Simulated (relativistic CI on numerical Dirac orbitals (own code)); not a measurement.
Ni⁺ in a cubic cluster: 2p photoemission with charge transfer

Computed with a charge-transfer multiplet model of a cubic metal-ligand cluster with up to one ligand hole, Slater and spin-orbit integrals from Dirac-Coulomb-Breit ions, Slater integrals scaled by 0.9. The ground state mixes d9 with configurations of k ligand holes L, whose averages lie at kΔ + k(k − 1)U_dd/2; a core hole lowers each added d electron by U_cd. 300 K, Lorentzian 0.6 eV and Gaussian 0.8 eV FWHM.

Atomic integrals in eV (Slater integrals scaled, ζ unscaled), ground: F2dd 10.953, F4dd 6.797, zeta_d 0.072; with the core hole: F2dd 10.953, F4dd 6.797, zeta_d 0.103, zeta_core 11.413, F2cd 6.973, G1cd 5.258, G3cd 2.990.

Cluster parameters (eV): U_dd = 7.6, U_cd = 9.1, 10Dq = 1.1, 10Dq(ligand) = 1.2, V(eg) = 2.15, V(t2g) = -0.94, final-state hopping factor = 1.

Weights, n_d and S are thermal averages at 300 K. Binding energies count from the first peak over 30 % of the highest in each spectrum, which can be another peak from case to case. The parameters are a model scan and need not match a compound or its usual spin state. Peaks in eV (height, largest 100): 0.0 (100), 7.9 (37), 10.3 (21), 17.1 (49), 25.2 (15), 26.5 (21).

(1) Which parameters give this spectrum?
A. Δ = 0.5 eV
B. Δ = 2.5 eV
C. Δ = 5.5 eV
D. Δ = 3.5 eV
E. Δ = 1.5 eV

Answers

(1) E. Δ = 1.5 eV; the ground state then has 9.34 d electrons and S = 0.50. The choice follows from running the model for each set and comparing peak positions and heights.
